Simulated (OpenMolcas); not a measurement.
**Mn5+: Racah parameters, the spin-orbit constant, worked from levels**

```json
{
  "Program": "OpenMolcas 26.06",
  "Basis": "ANO-RCC-VDZP [5s4p2d1f]",
  "Scalar Hamiltonian": "DKH2, point nucleus",
  "Active space": "2 electrons in 5 orbitals (3d)",
  "State averaging": "2S+1 = 3 even, 10 roots; 2S+1 = 1 even, 15 roots",
  "Spin-orbit coupling": "state interaction with AMFI integrals over the reference wave functions, term energies averaged over their components"
}
```

Methods: CASSCF; SS-CASPT2, IPEA 0.25 Eh, imaginary shift 0.1 Eh (closed shells correlated: 3s 3p). Measured levels: Corliss and Sugar, J. Phys. Chem. Ref. Data 6, 1253 (1977).

**Racah parameters.** Above 3F, d2 has 3P at 15B, 1G at 12B + 2C and 1D at 5B + 2C. The first two fix B and C, and the third tests them; where it misses by thousands of cm-1, two parameters do not describe the configuration (Trees and configuration-interaction terms are left out) and B and C hang on the terms chosen. Term energies are centres of gravity, weighted by 2J + 1.

```tsv
Source	3P	1G	B	C	C/B	1D from B, C	1D found
CASSCF	21057	27329	1404	5242	3.73	17504	17503
SS-CASPT2	18137	25721	1209	5606	4.64	17257	14660
measured	17380	24547	1159	5322	4.59	16439	14372
```

Energies in cm-1. From CASSCF to SS-CASPT2, B changes by -13.9 % and C by +6.9 %. Against the measured terms, SS-CASPT2 has B off by +4.3 % and C by +5.3 %.

**The spin-orbit constant.** For the Hund term 3F of d2, E(J) = (A/2) J(J+1) + constant and ζ = 2S·A = 2A. From J = 2 to J = 4 the energy changes by 7 A.

| Source | E(4) - E(2) | A | ζ |
| --- | --- | --- | --- |
| CASSCF | 1624.8 | 232.1 | 464 |
| SS-CASPT2 | 1629.2 | 232.7 | 465 |
| measured | 1669.0 | 238.4 | 477 |

All in cm-1. SS-CASPT2 is off by -2.4 % and CASSCF by -2.6 %. Both methods take the spin-orbit matrix elements from the reference wave functions, so the second can move ζ only through the term energies and any multistate remixing. Second-order mixing with other terms is absorbed into this ζ.

Term energies are means over components that CASPT2 splits; among the terms shown or strongly mixed into the levels shown the widest spread is 780 cm-1 (3d2 1G, SS-CASPT2). The basis is small and was not contracted for so high a charge. Without dynamic correlation excited terms often stand tens of per cent too high (terms of higher spin than the ground term too low), and those without a measured partner can miss by more than the paired ones (holds for CASSCF). Computed and measured levels are paired by configuration, term and J; levels that our copy of the source lacks, or whose pairing is in doubt (as where it misses far off the trend of its configuration), stay unpaired and out of the deviations. Only configurations of the active space appear.
